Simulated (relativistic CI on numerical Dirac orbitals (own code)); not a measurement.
# Sensitivity of the levels of Bi LXVIII to α and to the nuclear radius

These numbers are calculated, not measured: Dirac-Coulomb-Breit CI, KLI orbitals optimised for each configuration, derivatives by finite differences, unscaled Slater integrals, QED left out (own radial code, finite nucleus).

CI space (outside the closed core [Ne]): 3s2 3p4, 3s2 3p3 3d, 3s 3p5, 3p6, 3s 3p4 3d, 3s 3p3 3d2. Double excitations out of closed p, d and f shells are left out; levels of such configurations are missing from the list, as are those of other unlisted configurations, and high levels can miss mixing partners.

With x = (α/α₀)² − 1 an excitation energy changes as ω = ω₀ + qx; K = 2q/ω₀ is the relative enhancement. Terms are leading LS components, so labels can repeat. The field-shift factor is F = δν/δ⟨r²⟩ for the transition from the lowest level.

Lowest level 3s2 3p4 3P_2.

| Level | ω₀ (cm⁻¹) | q (cm⁻¹) | K | F (GHz/fm²) |
| --- | --- | --- | --- | --- |
| 3s2 3p4 1S_0 | 204148 | 12350 | 0.121 | 3.62 |
| 3s2 3p3 3d 3D°_2 | 2192965 | 172100 | 0.157 | 43.3 |
| 3s2 3p3 3d 3P°_0 | 2276357 | 186700 | 0.164 | 42.6 |
| 3s2 3p3 3d 3D°_1 | 2278470 | 185600 | 0.163 | 20.5 |
| 3s2 3p3 3d 3F°_3 | 2279945 | 173500 | 0.152 | 50.6 |
| 3s2 3p3 3d 3F°_4 | 3331521 | 1.296e+06 | 0.778 | 99.1 |
| 3s2 3p3 3d 3D°_2 | 3408742 | 1.335e+06 | 0.783 | 25.3 |
| 3s2 3p3 3d 3D°_3 | 3583537 | 1.326e+06 | 0.74 | 81.1 |
| 3s2 3p3 3d 3D°_1 | 3691717 | 1.342e+06 | 0.727 | 73.6 |
| 3s2 3p4 3P_1 | 4917165 | 6.44e+06 | 2.62 | -1640 |
| 3s2 3p4 1D_2 | 5005971 | 6.43e+06 | 2.57 | -1640 |
| 3s 3p5 3P°_2 | 6717053 | 6.938e+06 | 2.07 | -16500 |
| 3s 3p5 1P°_1 | 6886153 | 6.778e+06 | 1.97 | -9500 |

At this charge energies of transitions that change n are usually good to better than 1 %, and those within a shell (Δn = 0) to a few per cent.
